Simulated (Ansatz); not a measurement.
`C=C[Se][SiH2]O` and `C=C[Se]CC` differ in one atom or group.

Ansatz, PBE0-D4/def2-TZVP geometries, multiplicity 1. Each molecule was computed in one conformer, which needn't be the lowest.

Scalar relativity is left out up to krypton.

| property | `C=C[Se][SiH2]O` |
| --- | --- |
| LUMO energy (B3LYP/def2-TZVPP) / eV | -0.59 |
| HOMO energy (PBE0/def2-TZVPP) / eV | -6.61 |
| HOMO–LUMO gap (ωB97M-V/def2-TZVPP) / eV | 10.24 |
| HOMO energy (ωB97M-V/def2-TZVPP) / eV | -8.70 |
| LUMO energy (PBE0/def2-TZVPP) / eV | -0.38 |
| HOMO–LUMO gap (PBE0/def2-TZVPP) / eV | 6.24 |

(1) What does the change do to each property? (Estimate.)

Answers

(1) Ansatz gave: 
| property | `C=C[Se]CC` | shift |
| --- | --- | --- |
| LUMO energy (B3LYP/def2-TZVPP) / eV | -0.11 | 0.48 |
| HOMO energy (PBE0/def2-TZVPP) / eV | -6.02 | 0.59 |
| HOMO–LUMO gap (ωB97M-V/def2-TZVPP) / eV | 10.24 | 0.00 |
| HOMO energy (ωB97M-V/def2-TZVPP) / eV | -8.12 | 0.58 |
| LUMO energy (PBE0/def2-TZVPP) / eV | 0.11 | 0.49 |
| HOMO–LUMO gap (PBE0/def2-TZVPP) / eV | 6.13 | -0.11 |

With PBE0 the HOMO rises by 0.59 eV and the LUMO rises by 0.49 eV, so the gap narrows by about 0.10 eV. PBE moves the HOMO by 0.58 eV and ωB97M-V by 0.58 eV.

B3LYP here is the variant with VWN-RPA as its local correlation; programs differ in this.

Spin–orbit coupling is left out; it splits and shifts lone-pair levels of the heavy atoms by tenths of an eV.
